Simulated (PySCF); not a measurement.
State search for BOs

Unrestricted PBE0; PySCF, scalar-relativistic core potentials, basis sets B def2-TZVPP, Os def2-TZVPP with ECP60. Outer shells of the fragments: B 2s2 2p1; Os 5d6 6s2.

Followed along the bond (rough minima from three points):

```tsv
2Ms+1	unpaired	⟨S²⟩ at the start	R at minimum (Å)	Te (eV)
4	σ ↑, δ ↑↑	3.86	1.78	0.00
2	σ ↓, δ ↑↑	1.95	1.77	0.25
2	δ ↑	1.86	1.76	0.43
4	σ ↑↑, δ ↑	3.87	1.80	0.60
4	σ ↑, π ↑, δ ↑	3.81	1.88	1.35
4	π ↑, δ ↑↑	3.83	2.02	1.48
```

Solutions found at the starting distance of 2.040 Å, counted from the lowest of them; the search is not exhaustive and high or unbound solutions are not listed, so other states can lie among these:

| 2Ms+1 | unpaired | term | E (eV) | ⟨S²⟩ | ⟨Lz²⟩ | μ (D) |
| --- | --- | --- | --- | --- | --- | --- |
| 4 | σ ↑, δ ↑↑ | ⁴Σ⁻ | 0.00 | 3.86 | 0.00 | 2.86 |
| 2 | σ ↓, δ ↑↑ | mixed | 0.38 | 1.95 | 0.00 | 1.21 |
| 4 | σ ↑↑, δ ↑ | ⁴Δ | 0.54 | 3.87 | 4.01 | 1.42 |
| 2 | δ ↑ | mixed | 0.61 | 1.86 | 4.01 | 2.19 |
| 4 | π ↑, δ ↑↑ | mixed | 0.77 | 3.83 | 2.97 | 2.07 |
| 4 | σ ↑, π ↑, δ ↑ | mixed | 0.86 | 3.81 | 4.99 | 2.43 |
| 2 | π ↓, δ ↑↑ | mixed | 1.33 | 1.77 | 3.85 | 2.27 |
| 2 | σ ↓, π ↑, δ ↑ | mixed | 1.43 | 1.86 | 5.00 | 1.47 |
| 6 | σ ↑↑, π ↑, δ ↑↑ | ⁶Π | 1.46 | 8.79 | 1.01 | 2.05 |
| 2 | π ↓, δ ↑↑ | mixed | 1.91 | 2.77 | 1.01 | 2.74 |

A term symbol is given only where ⟨S²⟩ and ⟨Lz²⟩ are close to those of a pure state; real π, δ and φ orbitals otherwise mix terms. A positive dipole means B(−)Os(+).

Spin–orbit coupling is left out. With d or f electrons several states lie close, and the lowest PBE0 determinant need not be the measured ground state.
